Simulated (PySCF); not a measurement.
H7F3OSi4, SMILES F[Si](F)(F)[SiH2][SiH2]O[SiH3] (GFN2-xTB optimised geometry):

```
15

F      2.011    -0.835     0.000
Si     0.415    -0.835     0.000
F      0.098    -1.707    -1.298
F      0.120    -1.897     1.153
Si    -0.557     1.234     0.000
Si    -0.032     2.444    -1.911
O      1.237     1.706    -2.590
Si     2.447     0.802    -3.193
H     -0.153     1.897     1.257
H     -2.011     1.040     0.166
H      0.402     3.822    -1.659
H     -1.087     2.460    -2.932
H      3.495     0.826    -2.177
H      2.853     1.469    -4.429
H      1.890    -0.524    -3.433
```

Computed with PySCF with PBE/def2-TZVP.

Problem. What are the frontier orbital energies and the dipole moment?

Solution. HOMO-2 -8.29 eV, HOMO-1 -7.39 eV, HOMO -7.15 eV, LUMO -2.30 eV, LUMO+1 -1.84 eV; dipole moment 2.90 D.

Meta-Löwdin charges at PBE/def2-TZVP: F1 -0.47, Si2 1.39, F3 -0.47, F4 -0.46, Si5 -0.02, Si6 0.66, O7 -0.81, Si8 0.72, H9 -0.03, H10 -0.03, H11 -0.09, H12 -0.09, H13 -0.10, H14 -0.10, H15 -0.09.
